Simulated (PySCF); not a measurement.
Si(Me)2 cation (C2H6Si), SMILES C[Si]C (connectivity only; charge and spin as stated), charge +1, multiplicity 2. Atoms are numbered in the order given.

```xyz
9

Si     0.0000     0.0000    -0.5531
C     -1.6019     0.0067     0.3611
H     -2.4614     0.2621    -0.2714
H     -1.5227     0.6992     1.2177
H     -1.7421    -1.0182     0.7587
C      1.6019    -0.0067     0.3611
H      1.5227    -0.6992     1.2177
H      1.7421     1.0182     0.7587
H      2.4614    -0.2621    -0.2714
```
Charge +1, spin multiplicity 2.

Coordinates come from a PBE-D3(BJ)/def2-TZVP optimisation. The spin state was assumed, not searched. The isomer is the one that the SMILES or the coordinates give; other isomers of the formula were not compared.

All values below come from PySCF with PBE/pcH-1.

Unrestricted Kohn–Sham, ⟨S²⟩ = 0.751. Hyperfine tensors hold the contact and dipolar terms, without spin-orbit corrections.

Computed hyperfine couplings:
```csv
nucleus,A(iso) (MHz),A(iso) (G),dipolar principal values (MHz)
29Si no. 1,-556.8,-198.7,"-165.9, 81.8, 84.1"
13C no. 2,53.3,19.0,"-13.2, -11.6, 24.7"
1H no. 3,0.9,0.3,"-7.3, -3.7, 11.0"
1H no. 4,40.2,14.3,"-6.8, 0.1, 6.6"
1H no. 5,3.9,1.4,"-6.5, -0.1, 6.7"
13C no. 6,53.3,19.0,"-13.2, -11.6, 24.7"
1H no. 7,40.2,14.3,"-6.8, 0.1, 6.6"
1H no. 8,3.9,1.4,"-6.5, -0.1, 6.7"
1H no. 9,0.9,0.3,"-7.3, -3.7, 11.0"
```

And the g tensor (effective nuclear charges for spin-orbit coupling, GIAO)? (Estimate from the structure and the level; the computed values follow.)

principal values 1.9849, 2.0019, 2.0061; isotropic 1.9976.
